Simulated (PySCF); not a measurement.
GaF, SMILES [Ga][F] (connectivity only; charge and spin as stated), neutral, multiplicity 1. Geometry: B3LYP-D3(BJ)/def2-TZVPD.

TDA-CAM-B3LYP/def2-TZVPD run with PySCF puts the lowest singlet excitations at 5.95, 5.95, 7.52, 7.63, 7.72, 7.72 eV.

What are the lowest excitation roots from ADC(2)/aug-cc-pVDZ (PySCF)? (An estimate is asked for; the answer gives what the named calculation found.)

5.51, 5.51, 7.01, 7.28, 7.41, 7.59 eV. S1 differs by -0.44 eV (second minus first; roots are paired by order, and the bases may differ).
